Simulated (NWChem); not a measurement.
**Total energies of F2Si**

```xyz
3

Si     0.0000     0.0000    -0.5881
F     -1.2465     0.0000     0.4574
F      1.2465     0.0000     0.4574
```
Charge 0, spin multiplicity 1.

Everything below was run with NWChem. The geometry was optimised at PBE0/def2-SVP, a minimum by its harmonic frequencies.

Basis set: STO-3G (19 functions).

```
method   total energy (Ha)
-------  -----------------
RHF             -481.68317
MP2             -481.75419
B2PLYP          -482.57497
PBE             -482.58063
B3LYP           -482.91265
r2SCAN          -482.86134
CCSD(T)         -481.77551
```

Total energies of different functionals aren't comparable as a measure of quality: only differences taken within one method are. 

The correlated methods keep 7 core orbitals frozen. B3LYP has NWChem's definition, with VWN1-RPA local correlation. The structure started from a generated list of species. Coupled-cluster values serve here as a point of comparison, not as the truth.
